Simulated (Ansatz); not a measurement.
Reaction (atomization): `C[C](C)(C)[In]([F])[Cl]` → 4 C• + Cl• + F• + 9 H• + In•

Gas-phase electronic energies from Ansatz, PBE0-D4/def2-TZVP geometries. CBS: MP2 limit from def2 TZ/QZ plus the TZ coupled-cluster correction, frozen cores. This one scheme is used for every species, atoms too. Functionals use def2-TZVPP. Open shells (•) are unrestricted, without spin–orbit coupling. Spin–orbit coupling would lower the free atoms: a little for C, Cl, F; strongly for In. Elements past krypton have def2 core potentials. Bonds to In are less sure, by a few kJ/mol each and by 10 to 20 or more in all where they break to atoms, as the def2 sets lack core-valence functions.

CCSD(T)/CBS gives +1429.4 kcal/mol.

(1) Another level gave +1394.2 kcal/mol. Which?
A. r2SCAN/def2-TZVPP
B. CCSD(T)/def2-TZVPP
C. r2SCANh/def2-TZVPP
D. BLYP/def2-TZVPP

Largest T1 diagnostic among the species: 0.015.

Results:

(1) B. CCSD(T)/def2-TZVPP 1394.2, BLYP 1392.4, r2SCAN 1427.1, r2SCANh 1419.5 kcal/mol.

From r2SCAN to r2SCAN0 (25 % exact exchange), in def2-TZVPP and without D4, ΔE moves by −18.3 kcal/mol: exact exchange takes away binding that semilocal exchange gives to molecules. Leaving LDA and LC-ωPBE aside and taking each functional with its dispersion term where it has one, the values, not all of them listed here, spread over 65.4 kcal/mol, from BHLYP-D4 to PBE-D4. LDA lies +180.9 kcal/mol from PBE without D4, its usual overbinding.

For atomizations the MP2-based limit and the directly extrapolated one differ by several kJ/mol either way, and by 10 to 25 for some Ge, Se and Sn compounds, so smaller differences from it don't rank the levels.
